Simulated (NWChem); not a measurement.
System: ZrO; SMILES [O]=[Zr]

Results from NWChem. All runs use the structure optimised with PBE0-D3(BJ)/def2-TZVP. def2 effective core potentials on Zr; no spin-orbit coupling. Vertical excitations in the gas phase.

**Question.** Estimate the computed values for LRC-wPBEh/def2-SVP, full TDDFT. Quantities: lowest excitation, singlet (eV); oscillator strength of that lowest state; lowest state with f > 0.02, singlet (eV); oscillator strength of that bright state; orbital gap (eV).

**Answer.** The lowest excitation, singlet (eV) comes out as 0.36 and the oscillator strength of that lowest state comes out as 0.000. The lowest state with f > 0.02, singlet (eV) is 2.06, the oscillator strength of that bright state comes out as 0.066 and the orbital gap (eV) comes out as 5.60.
